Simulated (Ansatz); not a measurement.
System: CH₆BO₂Si, net charge 0, doublet state. SMILES: [CH2][SiH2]B(O)O
Geometry from a B3LYP-D3(BJ)/def2-TZVP (Ansatz, an electronic-structure program) optimisation:
```
Si
H 1 1.4857
H 1 1.4857 2 108.53
C 1 1.8482 2 109.42 3 -119.34
H 4 1.0848 1 122.85 2 149.65
H 4 1.0848 5 114.29 1 -179.53
B 1 2.0441 2 109.71 3 119.86
O 7 1.3599 1 119.01 2 -59.57
H 8 0.9671 7 112.99 1 180.00
O 7 1.3693 8 118.32 9 0.00
H 10 0.9625 7 113.47 8 180.00
```
Charge 0, spin multiplicity 2.

Quantity: atomisation energy, in kcal/mol. Set-up: dispersion terms only where a functional's name holds one; LANL2DZ with its own core potentials from Na on; non-relativistic; six Cartesian d functions in 6-31G* and its kin unless marked 5d; 6-311+G** with 5d, 6d on Na to Ar in Ansatz; valence correlation only; UHF or UKS for open shells; no spin-orbit coupling; atomisation electronic, to ground-state atoms. Basis-set limits of correlation are two-point, X^-3; Hartree-Fock from the larger set. Ab initio and DFT rows: single points at B3LYP-D3(BJ) geometries (Ansatz).

Coupled cluster (Ansatz) is a level with limits of its own, used here on species with T1 under 0.025 (0.045 for open shells) and stable references: CCSD(T)/CBS(cc-pV(T+d)Z,cc-pV(Q+d)Z).

Value to compare with, CCSD(T)/CBS(cc-pV(T+d)Z,cc-pV(Q+d)Z) (Ansatz): 987.1 kcal/mol.

```json
[
 {"level": "PBE/STO-3G", "program": "Ansatz", "atomisation energy (kcal/mol)": "1193.2", "difference": "206.1"},
 {"level": "PBE/3-21G", "program": "Ansatz", "atomisation energy (kcal/mol)": "968.8", "difference": "-18.3"},
 {"level": "PBE/LANL2DZ", "program": "Ansatz", "atomisation energy (kcal/mol)": "957.2", "difference": "-29.9"},
 {"level": "PBE/6-31G*", "program": "Ansatz", "atomisation energy (kcal/mol)": "992.2", "difference": "5.1"},
 {"level": "PBE/def2-SVP", "program": "Ansatz", "atomisation energy (kcal/mol)": "1005.0", "difference": "17.9"},
 {"level": "PBE/6-311+G**", "program": "Ansatz", "atomisation energy (kcal/mol)": "991.2", "difference": "4.1"},
 {"level": "PBE/def2-TZVPD", "program": "Ansatz", "atomisation energy (kcal/mol)": "998.5", "difference": "11.4"}
]
```

Among the 6 habitual levels, PBE/STO-3G lies farthest from CCSD(T)/CBS(cc-pV(T+d)Z,cc-pV(Q+d)Z) (Ansatz) (206.1 kcal/mol) and PBE/6-311+G** nearest (4.1); 4 of 6 lie above it, and their mean absolute difference is 46.9 kcal/mol, the median 18.1. One case shows no general order.

The sets are all those run for this method; left out are runs that failed, that the program found above a lower state of the same kind, or whose <S^2> lies over 0.5 above the pure value.
